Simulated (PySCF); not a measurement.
CH5F3Si2, SMILES F[SiH2]C[SiH](F)F. Geometry: PBE0-D3(BJ)/def2-SVP. The structure was generated by enumeration, and PubChem lists no compound with its InChIKey, so it may never have been made. Other conformers were not sampled.

Computed equilibrium geometry at PBE0-D3(BJ)/def2-SVP (PySCF confirms it by a frequency run) as a Z-matrix (one conformer of several):
```
C
H 1 1.1033
H 1 1.1045 2 107.23
Si 1 1.8510 2 108.61 3 -116.86
F 4 1.6166 1 109.68 2 80.98
F 4 1.6177 5 106.21 1 -116.97
H 4 1.4772 5 107.95 6 -116.70
Si 1 1.8691 2 109.88 3 118.15
F 8 1.6309 1 107.01 2 80.44
H 8 1.4860 9 108.43 1 -120.04
H 8 1.4887 10 110.92 9 117.97
```
